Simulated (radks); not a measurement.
Problem. These are the eigenvalues of the occupied orbitals of an atom or ion with whole-number occupations (hartree). Method: scalar-relativistic Kohn-Sham, r2SCAN, spin-polarised, spherical densities, finite nucleus; meta-GGA in the generalised Kohn-Sham scheme; Fermi nuclear charge, rms radius of each element as measured or else 0.836 A^(1/3) + 0.57 fm; computed with a radial shooting solver on a logarithmic mesh with Libxc functionals.

1s down: -807.9872
1s up: -807.9865
2s up: -116.7724
2s down: -116.7420
2p up: -104.4946
2p down: -104.4725
3s up: -20.87416
3s down: -20.86581
3p up: -16.80548
3p down: -16.79394
3d up: -10.28113
3d down: -10.25753
4s up: -3.06401
4s down: -2.93689
4p up: -1.93343
4p down: -1.79564
4d up: -0.34253
5s up: -0.21404
4d down: -0.20663
5s down: -0.17711

Which element is it, and in what charge state? The configuration may be excited. Open shells, if any, are filled with parallel spins first.

Solution. Z = 44, ruthenium, charge 0: Ru in [Kr] 4d6 5s2. The list shows which subshells hold electrons but not how many an open one holds; the 1s level, -807.99 hartree, gives Z - s = 40.2 by -(Z - s)^2/2, which with screening and relativity narrows Z to a few neighbours, and the depths of the outer levels then fix element, charge and occupations together.
